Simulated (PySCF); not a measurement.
Species: `CC(C)OC1=CCC=CO1`. The columns A, B, C and D hold Mulliken, IAO, Hirshfeld and ESP-fitted charges (e) of one PBE0/pcSseg-1 density (PySCF), in a shuffled order. Coordinates in Å (GFN2-xTB); the density's dipole moment is (-0.03, 0.89, 0.73) D.

```csv
atom,x,y,z,A,B,C,D
C1,-3.099,-0.680,0.038,-0.422,-0.562,-0.203,-0.123
C2,-1.797,0.091,0.214,+0.100,+0.720,-0.083,+0.051
C3,-1.873,1.475,-0.428,-0.435,-0.726,-0.237,-0.130
O4,-0.783,-0.699,-0.410,-0.344,-0.505,-0.486,-0.104
C5,0.514,-0.436,-0.136,+0.365,+0.513,+0.525,+0.132
C6,1.488,-1.003,-0.841,-0.292,-0.508,-0.298,-0.121
C7,2.944,-0.781,-0.541,-0.256,+0.176,-0.060,-0.072
C8,3.074,0.112,0.657,-0.210,-0.273,-0.307,-0.072
C9,2.024,0.623,1.274,+0.033,-0.112,+0.224,+0.016
O10,0.719,0.416,0.921,-0.318,-0.183,-0.488,-0.082
H11,-3.017,-1.660,0.498,+0.150,+0.137,+0.123,+0.043
H12,-3.307,-0.811,-1.021,+0.146,+0.157,+0.114,+0.042
H13,-3.919,-0.137,0.499,+0.144,+0.135,+0.111,+0.046
H14,-1.570,0.194,1.284,+0.136,-0.057,+0.122,+0.030
H15,-0.933,2.007,-0.297,+0.150,+0.180,+0.129,+0.034
H16,-2.073,1.376,-1.492,+0.144,+0.187,+0.114,+0.040
H17,-2.668,2.054,0.033,+0.143,+0.171,+0.112,+0.045
H18,1.222,-1.661,-1.649,+0.163,+0.184,+0.103,+0.041
H19,3.447,-1.740,-0.354,+0.141,+0.032,+0.137,+0.038
H20,3.451,-0.329,-1.404,+0.140,+0.026,+0.139,+0.037
H21,4.065,0.336,1.017,+0.160,+0.140,+0.105,+0.051
H22,2.081,1.271,2.136,+0.165,+0.169,+0.104,+0.058
```

**Question.** Which column most likely holds the ESP-fitted charges?

**Answer.** B. Σ q r misses the density's dipole by 0.02 D (B), 0.34 D (A), 0.43 D (D), 0.94 D (C). Charges fitted to the outside potential are the only set here that is tied to the molecule's multipoles.

**Question.** And the Hirshfeld charges?

**Answer.** D. The mean sizes are 0.064 e (D), 0.196 e (C), 0.207 e (A), 0.266 e (B), and Hirshfeld charges are commonly the smallest of these schemes.

As computed, A = IAO, B = ESP-fitted, C = Mulliken, D = Hirshfeld. Hydrogens on carbon: IAO +0.14 to +0.17, ESP-fitted -0.06 to +0.19, Mulliken +0.10 to +0.14, Hirshfeld +0.03 to +0.06 e.

The ESP scheme fits charges at the nuclei, held to the total charge, to the electrostatic potential on points at 1.4 to 2.0 times the van der Waals radii. The Hirshfeld scheme divides the density at each point in proportion to the densities of the neutral, spherically averaged free atoms.

One conformer (not necessarily the lowest) at the GFN2-xTB geometry, without solvent, vibrations or thermal averaging.

The run behind these numbers computed NMR shieldings as well. Hardware: Arm Neoverse V1, one thread, shared host. Cost: 58 s wall (with the writing of density and orbital grids), 1.1 GiB resident at most.

Shape of the structure used: `[CH3:1][CH:2]([CH3:3])[O:4][C:5]1=[CH:6][CH2:7][CH:8]=[CH:9][O:10]1`: C1–C2–O4–C5 -164°, C2–O4–C5–C6 -170°.
